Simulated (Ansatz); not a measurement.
HN (SMILES [NH]), singlet, at a GFN2-xTB geometry; PBE-QIDH/cc-pVTZ in Ansatz (a program for electronic structure).

The Ansatz input:
Ansatz 0.2 input:
```yaml
crystal:
  periodic: [false, false, false]
  atoms:
    - {symbol: N, position_ang: [-0.00000000, -0.00000000, -0.12795744]}
    - {symbol: H, position_ang: [0.00000000, 0.00000000, 0.89570205]}
basis:
  gaussian:
    orbitals: cc-pVTZ
hamiltonian:
  xc: {name: PBE-QIDH}
```

The log (banner, timings and long lists left out):

```
Functional definition: PBE-QIDH
257 factors; integrals over basis functions are off by at most 1.0e-3 eV
mean field evaluation 1: about -1497.0187 eV, gradient 9.9e0 eV
mean field evaluation 2: about -1497.0185 eV, gradient 9.9e0 eV
mean field evaluation 4: about -1497.2051 eV, gradient 8.1e-1 eV
mean field evaluation 8: about -1497.2065 eV, gradient 1.4e-3 eV
mean field -1497.20652166 eV, -55.0213248281 hartree, gradient 2.2e-6 eV, S^2 0.000000; 0 other end points of the search recorded, 0 dependent functions left out; unrestricted orbitals would lower it
1 core orbitals not correlated
reference -1497.20652642 eV, -55.0213250031 hartree; 3, 3 occupied and 40, 40 virtual orbitals, 257 factors
second order -4.80185178 eV of doubles, -0.00000000 eV of singles
Total energy: -1498.80714368 eV, -55.0801466024 hartree
```
